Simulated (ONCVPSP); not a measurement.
Transferability test, ONCV potential for germanium (Ge)

germanium (Ge), optimised norm-conserving Vanderbilt (ONCV), made with ONCVPSP 4.0.1 (LDA (Perdew-Zunger), scalar-relativistic). Core [Ar] 3d10, reference 4s2 4p1 (charge +1). Waves: 4s: rc 1.40 bohr, ncon 3, nbas 7, qcut 3.7 1/bohr, 3 projectors, debl 3.4 Ha; 4p: rc 1.80 bohr, ncon 5, nbas 9, qcut 4.2 1/bohr, 1 projector. Local part: polynomial inside 1.10 bohr (lpopt 5, dvloc0 1 Ha). Core correction: Teter function fitted to the true core (icmod 2), fcfact 0.25.

Energies are relative to the spin-unpolarised reference configuration 4s2 4p1; without spin polarisation the order of configurations can differ from experiment.

Question: Give the all-electron excitation energy and the error of the potential for: 4s2 4p2; 4s2 4p0; 4s1 4p0; 4s1 4p2.

Answer:

```
valence configuration  charge  ΔE all-electron (eV)  error AE − PS (meV)
              4s2 4p2       0                -7.636                 +1.1
              4s2 4p0      +2                15.716                  -11
              4s1 4p0      +3                50.934                 -112
              4s1 4p2      +1                 8.777                 -5.3
```

Note: ghosts flagged at negative energy: s at -1567.2 eV; GHOST(+) flagged for s at 198.3 eV. A true bound ghost makes a file unfit for plane-wave use.
